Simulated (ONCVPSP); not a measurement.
## palladium, ONCV: configuration errors across variants

| Property | Result |
| --- | --- |
| Element | Pd |
| Generator | ONCVPSP 4.0.1 |
| Type | optimised norm-conserving Vanderbilt (ONCV) |
| Functional | PBE |
| Relativity | scalar-relativistic |
| Frozen core | [Ar] 3d10 |
| Valence charge | 18 |
| Reference configuration | 4s2 4p6 4d10 |
| Partial waves | 4s: rc 1.55 bohr, ncon 3, nbas 7, qcut 8.7 1/bohr, 2 projectors, debl 0.9 Ha; 4p: rc 1.25 bohr, ncon 5, nbas 9, qcut 8.7 1/bohr, 2 projectors, debl 0.6 Ha; 4d: rc 1.90 bohr, ncon 5, nbas 10, qcut 9.1 1/bohr, 1 projector; f scattering state at 0.24 Ha: rc 1.50 bohr, ncon 4, nbas 7, qcut 8.4 1/bohr, 1 projector |
| Local potential | polynomial inside 0.95 bohr (lpopt 5, dvloc0 0 Ha) |
| Core correction | Teter function, fcfact 6, rcfact 1.4 |

In the s channel the program set the typed energies aside and used -3.136, 0.250 Ha. In the p channel the program set the typed energies aside and used -1.882, 0.250 Ha.

All-electron excitation energies from the reference (eV): (1) 4s2 4p6 4d9 9.115; (2) 4s2 4p6 4d8 29.934; (3) 4s2 4p6 4d8 5s1 13.640.

1 further variants failed, have other tests or too few solved ones, and are left out.

Errors AE − PS in meV (a dash: test not solved or not reliable):

| change | (1) | (2) | (3) | bound ghosts | GHOST(+) flags above zero |
| --- | --- | --- | --- | --- | --- |
| base | -0.1 | -0.2 | +1.5 | none | s |
| f: rc 1.25, qcut 10.1 | -0.1 | -0.2 | +1.5 | none | s |
| d: qcut 11.9 | -0.1 | -0.3 | +1.3 | none | s |

(1) Give the same row for: core correction Teter function, fcfact 6, rcfact 1.7.

Answers

(1) -0.4, -2.5, -1.9; bound ghosts: none; GHOST(+) flags above zero: s.
